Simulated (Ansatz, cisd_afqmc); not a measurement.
System: C, charge 0, triplet.

Total energies in aug-cc-pVTZ, 4 correlated electrons, 1 frozen orbitals. UHF or UKS for unpaired electrons; spin-orbit terms are left out. Correlated methods leave the cores frozen. No relativity. AFQMC/CISD: phaseless, guided by CISD from CCSD amplitudes; bars are statistical, one sigma. Outlying blocks are dropped, and bars are widened where a walk drifts. Over all cases where full CI ran beside it in this data, AFQMC minus full CI had a median of +0.1 mEh and passed +0.4 mEh in a tenth of the cases. Full CI freezes restricted core orbitals and the other rows unrestricted ones, which leaves a small offset even where coupled cluster is exact.

```
method         program        energy (Eh)  error against FCI (mEh)
----------  ----------  -----------------  -----------------------
HF              Ansatz          -37.69181                    90.46
MP2             Ansatz          -37.75956                    22.72
CCSD            Ansatz          -37.77965                     2.62
CCSD(T)         Ansatz          -37.78183                     0.45
CCSDT(Q)        Ansatz          -37.78236                    -0.09
CCSDTQ          Ansatz          -37.78237                    -0.10
AFQMC/CISD  cisd_afqmc  -37.7821 ± 0.0001                0.1 ± 0.1
FCI             Ansatz          -37.78228                     0.00
```

Ansatz is a quantum-chemistry and plane-wave program.
